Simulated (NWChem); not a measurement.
System meant: C$_{2}$H$_{4}$FNSi; SMILES F[C@@H]1N=C[SiH2]1

Input file for NWChem:

```
start job
memory heap 200 mb stack 900 mb global 1100 mb
geometry units angstroms noautoz
  F      0.476851    -1.854705    -0.260576
  C      0.037417    -0.769056     0.466536
  N     -1.305367    -0.322514     0.014268
  C     -1.133148     0.936913    -0.225971
  Si     0.739193     0.979139     0.018034
  H     -0.015273    -1.068687     1.519399
  H     -1.975544     1.569655    -0.509779
  H      1.372968     1.872731     1.031869
  H      1.536176     1.027801    -1.235278
end
basis spherical
  F library def2-svp
  C library def2-svp
  N library def2-svp
  Si library def2-svp
  H library def2-svp
end
dft
  xc b3lyp
  iterations 4
  mulliken
end
task dft energy
```

End of the output:

```
    Atom       Charge   Shell Charges
 -----------   ------   -------------------------------------------------------
    1 F    9     9.13   1.98  1.02  0.75  3.22  2.15  0.01
    2 C    6     6.00   1.96  0.64  0.34  1.80  1.08  0.18
    3 N    7     7.10   1.97  0.84  0.51  2.17  1.55  0.06
    4 C    6     6.09   1.97  0.65  0.36  1.83  1.18  0.11
    5 Si  14    13.52   2.00  1.93  0.68  0.34  5.82  1.31  1.11  0.32
    6 H    1     0.99   0.66  0.27  0.07
    7 H    1     0.99   0.64  0.28  0.07
    8 H    1     1.10   0.65  0.43  0.03
    9 H    1     1.09   0.64  0.42  0.03

 center of mass
 --------------
 x =  -0.01633785 y =  -0.11211732 z =  -0.02082842

 moments of inertia (a.u.)
 ------------------
         459.883623967940           0.000000000000          -0.000000000000
           0.000000000000         273.795531502143          -0.000000000000
          -0.000000000000          -0.000000000000         664.600059160893

     Multipole analysis of the density
     ---------------------------------

     L   x y z        total         alpha         beta         nuclear
     -   - - -        -----         -----         ----         -------
     0   0 0 0     -0.000000    -23.000000    -23.000000     46.000000

     1   1 0 0      0.457466      0.228733      0.228733      0.000000
     1   0 1 0      1.002872      0.501436      0.501436      0.000000
     1   0 0 1      0.302115      0.151057      0.151057     -0.000000

     2   2 0 0    -28.308406    -81.197323    -81.197323    134.086241
     2   1 1 0     -1.350623     -2.283707     -2.283707      3.216791
     2   1 0 1      0.402630     -0.171382     -0.171382      0.745395
     2   0 2 0    -27.740832   -124.637346   -124.637346    221.533859
     2   0 1 1     -1.562287      1.234269      1.234269     -4.030825
     2   0 0 2    -26.252632    -26.279528    -26.279528     26.306423

 ------------------------------------------------------------------------
 dft energy failed                                                                                  0
 ------------------------------------------------------------------------
 ------------------------------------------------------------------------
  current input line :
    26: task dft energy
 ------------------------------------------------------------------------
 ------------------------------------------------------------------------
 This type of error is most commonly associated with calculations not reaching convergence criteria
 ------------------------------------------------------------------------
 For more information see the NWChem manual at https://nwchemgit.github.io

0:dft energy failed:Received an Error in Communication
```

Q: Can this run be used? If not, why, and what is the fix?

A: The run did not converge; its last values are not results. Cause: the SCF was allowed too few iterations. This input runs:
```
start job
memory heap 200 mb stack 900 mb global 1100 mb
geometry units angstroms noautoz
  F      0.476851    -1.854705    -0.260576
  C      0.037417    -0.769056     0.466536
  N     -1.305367    -0.322514     0.014268
  C     -1.133148     0.936913    -0.225971
  Si     0.739193     0.979139     0.018034
  H     -0.015273    -1.068687     1.519399
  H     -1.975544     1.569655    -0.509779
  H      1.372968     1.872731     1.031869
  H      1.536176     1.027801    -1.235278
end
basis spherical
  * library def2-svp
end
dft
  xc b3lyp
  iterations 150
  mulliken
end
task dft energy
```
It converges to -522.38246 Ha (B3LYP/def2-SVP).
